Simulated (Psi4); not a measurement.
A ladder of methods for CH5InSe (SMILES C[Se][InH2])

The species is CH5InSe (8 atoms), meant as a singlet with charge 0. SMILES: `C[Se][InH2]`. The shape was relaxed beforehand at PBE0/def2-TZVP.

Quantity: the HOMO–LUMO gap, in eV. The values are calculated.

```tsv
level	kind	program	value (eV)	CPU time
PBE-D4/def2-TZVPP (density fitting, core potential)	GGA	Psi4	3.31	46 s
r2SCAN-D4/def2-TZVPP (density fitting, core potential)	meta-GGA	Psi4	3.77	98 s
B3LYP-D4/def2-TZVPP (density fitting, core potential)	global hybrid	Psi4	4.55	40 s
PBE0-D4/def2-TZVPP (density fitting, core potential)	global hybrid	Psi4	5.01	44 s
wB97M-V/def2-TZVPP (density fitting, core potential)	range-separated hybrid	Psi4	8.58	94 s
```

The values span 3.31 to 8.58 eV. Orbital gaps aren't excitation energies; they tend to grow with the share of exact exchange. Times are those of the runs behind each value, whatever else they computed, on shared processors of several kinds: orders of magnitude only.
